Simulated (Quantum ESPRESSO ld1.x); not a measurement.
Problem. Si3+, 11 electrons, occupied as [Ne] 3s1. Calculated with ld1.x of Quantum ESPRESSO 7.5: non-relativistic Kohn-Sham, LDA (Slater exchange, Perdew-Zunger correlation), spin-polarised, spherical densities, point nucleus; open shells are filled with parallel spins first. Some entries of the table are withheld. Estimate them.

| orbital | occ. | eigenvalue (eV) | <r> (bohr) | <r^2> (bohr^2) |
|---|---|---|---|---|
| 1s up | 1 | -1811.46 | 0.1120 | 0.01688 |
| 1s down | 1 | -1811.24 | 0.1120 | 0.01688 |
| 2s up | 1 | -174.522 | 0.5705 | 0.3889 |
| 2s down | 1 | -174.242 | 0.5697 | 0.3874 |
| 2p up | 3 | (1) | 0.5358 | (2) |
| 2p down | 3 | (3) | 0.5344 | (4) |
| 3s up | 1 | -40.4121 | 1.838 | (5) |
| 3s down | 0 | -37.8685 | 1.849 | (6) |
| 3p up | 0 | -31.7747 | 2.023 | 4.710 |
| 3p down | 0 | -29.3445 | 2.062 | 4.921 |
| 4s up | 0 | -16.1858 | 3.966 | 17.76 |
| 4s down | 0 | -15.5676 | 4.096 | 18.91 |

Solution. 
(1) 2p up eigenvalue (eV): -132.153
(2) 2p up <r^2> (bohr^2): 0.3619
(3) 2p down eigenvalue (eV): -131.860
(4) 2p down <r^2> (bohr^2): 0.3594
(5) 3s up <r^2> (bohr^2): 3.849
(6) 3s down <r^2> (bohr^2): 3.917
